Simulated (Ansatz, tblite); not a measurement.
Isomers of SnSe4 (singlet), found by a short tight-binding search and relaxed with PBE-D4/def2-SVP in Ansatz.

In the def2 sets Sn takes a core potential, while STO-3G treats all electrons; there is no spin–orbit coupling. The xTB rows come from tblite. LC-ωPBE has ω = 0.4 bohr⁻¹. Correlated methods freeze 40 core orbitals; core or outer-core shells of Sn, Se are correlated, in sets that lack core-valence functions.

A further structure is left out (at the level of its geometry, restricted singlet, unstable towards broken spin symmetry at other levels and untested here); at PBE0-D4/def2-TZVP its energy lies 0.36 eV above the lowest shown.

Other spin states weren't relaxed.

A:

```xyz
5

Sn    1.239   -0.898   -1.022
Se    1.222    1.746   -0.387
Se   -1.484   -0.652   -0.135
Se    0.046   -1.868    1.198
Se   -1.023    1.672    0.346
```

B:

```xyz
5

Sn    0.7012    1.1574   -1.0701
Se    1.5326    0.1773    1.4263
Se    0.0706   -1.5576   -1.4083
Se   -0.5271   -0.8700    0.8044
Se   -1.7772    1.0930    0.2476
```

Estimate which lies lowest at each level, and how far above it the others are (kJ/mol).


| level | A | B |
| --- | --- | --- |
| GFN1-xTB | 0.0 | 33.2 |
| GFN2-xTB | 0.0 | 35.4 |
| HF/STO-3G | 0.0 | 89.0 |
| HF/def2-SVP | 0.0 | 61.4 |
| HF/def2-TZVP | 0.0 | 57.1 |
| PBE-D4/def2-SVP | 0.0 | 52.5 |
| PBE-D4/def2-TZVP | 0.0 | 47.8 |
| r2SCAN-D4/def2-TZVP | 0.0 | 51.2 |
| PBE0-D4/def2-SVP | 0.0 | 53.8 |
| PBE0-D4/def2-TZVP | 0.0 | 49.4 |
| LC-ωPBE/def2-TZVP | 0.0 | 49.7 |
| ωB97X-V/def2-TZVP | 0.0 | 49.9 |
| PBE-QIDH/def2-TZVP | 0.0 | 48.6 |
| MP2/def2-SVP | 0.0 | 56.1 |
| MP2/def2-TZVP | 0.0 | 47.4 |
| CCSD/def2-SVP | 0.0 | 56.7 |
| CCSD(T)/def2-SVP | 0.0 | 55.2 |
Point groups (tolerance 0.1 Å): A not assigned, B not assigned. Lower isomers may exist.
